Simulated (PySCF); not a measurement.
Compound: C₅H₇N₂Si (doublet state).
Z-matrix (Å and degrees, GFN2-xTB geometry), rows numbered from 1:
```
Si
C   1  1.9081
C   2  1.4728  1  101.75
N   3  1.3357  2  117.47  1    88.05
C   4  1.3179  3  117.25  2  -177.57
C   5  1.3890  4  122.51  3     0.30
C   6  1.3890  5  115.66  4     0.83
N   7  1.3180  6  122.52  5    -0.88
H   1  1.4567  2  113.26  3    65.45
H   1  1.4568  2  113.48  3   -65.63
H   2  1.0866  1  111.43  3  -118.02
H   2  1.0866  1  111.44  3   117.93
H   5  1.0835  4  115.72  3  -179.69
H   6  1.0770  5  122.16  4  -179.48
H   7  1.0835  6  121.75  5   179.12
```

The hyperfine couplings belong to this conformer and change with its torsions.

The species is `[SiH2]Cc1ncccn1` [radical].

Method: UKS B3LYP, pcH-1 on C H N Si, non-relativistic, mean-field spin-orbit, GIAO in PySCF 2.14.0. The structure is a single GFN2-xTB conformer in the gas phase; no vibrational or solvent corrections. A GFN2-xTB geometry isn't a minimum of the functional, and hyperfine couplings can be far from their values at a DFT geometry, by a factor of two or more for some ions and for spin on atoms past the first row. No stability test was run, so a lower SCF solution isn't excluded.

Principal values of hyperfine tensors in MHz (contact, dipolar and spin–orbit terms together), for some of the nuclei:

```csv
atom,isotope,A1,A2,A3,alike by the symmetry of this geometry
Si1,29Si,-549.99,-283.49,-283.02,none
C3,13C,23.56,28.30,34.08,none
H10,1H,12.24,24.42,31.05,H9
C2,13C,10.24,10.31,19.27,none
C6,13C,0.33,0.87,9.98,none
H11,1H,-0.84,0.64,9.09,H12
H14,1H,-4.65,-2.94,-0.67,none
N4,14N,-0.51,-0.29,4.47,N8
```

(1) Give the isotropic coupling of each nucleus in MHz and in mT (g = 2.0033), and the anisotropic part.

(2) What spin density at the nucleus of Si1 lies behind its contact coupling (g_N = -1.11058)?

(3) C5 (13C, g_N = 1.40482) isn't in the table. Its spin density at the nucleus is -0.00224 bohr⁻³. What is its contact coupling?

(4) Which nucleus of the table has the largest anisotropic coupling, and what is its form?

(5) In a single crystal, with the field along each principal axis of the tensor of C3 in turn, what first-order splitting does this nucleus give (isotropic g, quadrupole terms neglected)?

## Answers

(1) a_iso = (A1 + A2 + A3)/3, Ti = Ai − a_iso; 1 mT corresponds to 28.039 MHz. The tensors hold a spin–orbit part: the run splits a_iso into a_FC + a_SO, and T includes its anisotropic share.

```csv
atom,a_iso (MHz),a_FC,a_SO,a_iso (mT),T1,T2,T3
Si1,-372.17,-373.26,1.09,-13.273,-177.82,88.68,89.15
C3,28.65,28.66,-0.01,1.022,-5.09,-0.35,5.43
H10,22.57,22.55,0.02,0.805,-10.33,1.85,8.48
C2,13.28,13.25,0.03,0.473,-3.03,-2.97,6.00
C6,3.73,3.74,-0.01,0.133,-3.40,-2.86,6.26
H11,2.97,2.96,0.01,0.106,-3.80,-2.32,6.13
H14,-2.75,-2.75,0.00,-0.098,-1.90,-0.19,2.09
N4,1.22,1.22,0.00,0.044,-1.73,-1.52,3.25
```

(2) a_FC = (2μ0/3) gₑ μB g_N μN ρ(0)/(2S·h) = 800.24 MHz × g_N × ρ(0)/(2S), with ρ in bohr⁻³. With a_FC = -373.26 MHz and 2S = 1, ρ(0) = 0.42 bohr⁻³. The nuclear moment is negative, so coupling and spin density have opposite signs.

(3) By the same relation, a_FC = -2.52 MHz. Its full tensor has the principal values -5.16, -1.60, -0.79 MHz.

(4) Si1: -177.8, 88.7, 89.1 MHz (the dipolar term alone has -176.8, 88.1, 88.7), axial, in the ratio +1:+1:−2, the form that spin in one p orbital centred on that nucleus gives (the nuclear moment is negative).

(5) 2 lines (I = 1/2), spaced by |A_i|/(g × 13.996): 0.84, 1.01, 1.22 mT along the axes of A1, A2 and A3.
